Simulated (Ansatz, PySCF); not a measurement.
C5H7F, SMILES F[C@H]1C=CCC1. Atoms are numbered in the order given.

```xyz
13

F     -1.7614     0.6415     0.7115
C     -0.7703     0.3825    -0.2146
C      0.5133     1.0884     0.1075
C      1.5603     0.2673    -0.0104
C      1.1462    -1.1210    -0.4095
C     -0.3770    -1.0968    -0.2096
H     -1.1688     0.7138    -1.1929
H      0.5503     2.1529     0.3494
H      2.6045     0.5603     0.1266
H      1.6501    -1.9057     0.1780
H      1.4142    -1.3107    -1.4648
H     -0.6305    -1.4713     0.7945
H     -0.9319    -1.6991    -0.9421
```
Charge 0, spin multiplicity 1.

The structure is a stationary point at PBE0-D3(BJ)/def2-SVP. The structure was generated by enumeration; whether it is a known compound was not checked. Other conformers were not sampled.

Two levels are set side by side: PBE-D3(BJ)/def2-SVP (Ansatz, a first-principles code) and PBE0-D3(BJ)/def2-SVP (Ansatz). Each level has its own optimised geometry; the coordinates shown are those of the second. Frequencies come from the Hessian of PySCF at each geometry. Differences are taken from unrounded values.

| quantity | PBE0-D3(BJ) |
|---|---|
| mean bond length (Å) | 1.268 |
| bond F1–C2 (Å) | 1.381 |
| bond C2–C3 (Å) | 1.500 |
| bond C2–C6 (Å) | 1.531 |
| bond C3–C4 (Å) | 1.336 |
| bond C4–C5 (Å) | 1.503 |
| bond C5–C6 (Å) | 1.536 |
| bond C2–H7 (Å) | 1.107 |
| bond C3–H8 (Å) | 1.092 |
| bond C4–H9 (Å) | 1.093 |
| bond C5–H10 (Å) | 1.102 |
| bond C5–H11 (Å) | 1.105 |
| bond C6–H12 (Å) | 1.101 |
| bond C6–H13 (Å) | 1.099 |
| highest harmonic wavenumber (cm⁻¹) | 3241 |
| mean harmonic wavenumber (cm⁻¹) | 1459 |
| zero-point energy (kcal/mol) | 68.83 |

### Question
What does PBE-D3(BJ) give, and how far is it from PBE0-D3(BJ)? (An estimate is asked for; the answer gives what the named calculation found.)

### Answer

```csv
quantity,PBE-D3(BJ),PBE-D3(BJ) minus PBE0-D3(BJ)
mean bond length (Å),1.278,0.010
bond F1–C2 (Å),1.399,0.018
bond C2–C3 (Å),1.507,0.007
bond C2–C6 (Å),1.542,0.011
bond C3–C4 (Å),1.347,0.011
bond C4–C5 (Å),1.510,0.007
bond C5–C6 (Å),1.547,0.010
bond C2–H7 (Å),1.117,0.010
bond C3–H8 (Å),1.100,0.008
bond C4–H9 (Å),1.101,0.008
bond C5–H10 (Å),1.111,0.009
bond C5–H11 (Å),1.114,0.009
bond C6–H12 (Å),1.109,0.008
bond C6–H13 (Å),1.107,0.008
highest harmonic wavenumber (cm⁻¹),3149,-92
mean harmonic wavenumber (cm⁻¹),1407,-52
zero-point energy (kcal/mol),66.38,-2.45
```

Exact exchange shortens and stiffens bonds; PBE has none. Differences between two approximate levels are no errors against the true value.
